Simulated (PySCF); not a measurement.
## Exercise with solution: oscillator strength and radiative lifetime

Cd(I)(OH) (CdHIO), SMILES [OH][Cd][I].

Geometry optimised at PBE0-D3(BJ)/def2-TZVP. The def2 effective core potentials stand for the cores of Cd, I; spin–orbit coupling is left out. Other conformers were not sampled.

TDDFT-LC-ωPBE/def2-SVPD (PySCF) puts the first singlet state with f over 0.02 at 5.27 eV (vertical), with the transition dipole (-0.410, -0.100, 0.000) in atomic units.

Task: Find the oscillator strength, the wavelength and the radiative lifetime that this transition would have in vacuum if emission retraced absorption.

Result: 
|μ|² = 0.1781 au, so |μ| = 1.07 D. ΔE = 5.27/27.211 = 0.1937 hartree. f = (2/3) ΔE |μ|² = 0.023 (the program prints 0.023).
λ = 1239.84/5.27 = 235 nm; ν = 42505 cm⁻¹.
Einstein's coefficient A = 0.6670 ν² f s⁻¹ (ν in cm⁻¹) = 2.8e7 s⁻¹, so τ = 1/A = 36 ns. This state is S2; the lower singlet has f = 0.006. The figure is the radiative limit of this one transition; relaxation, internal conversion, crossing to triplets and a medium change what is measured.
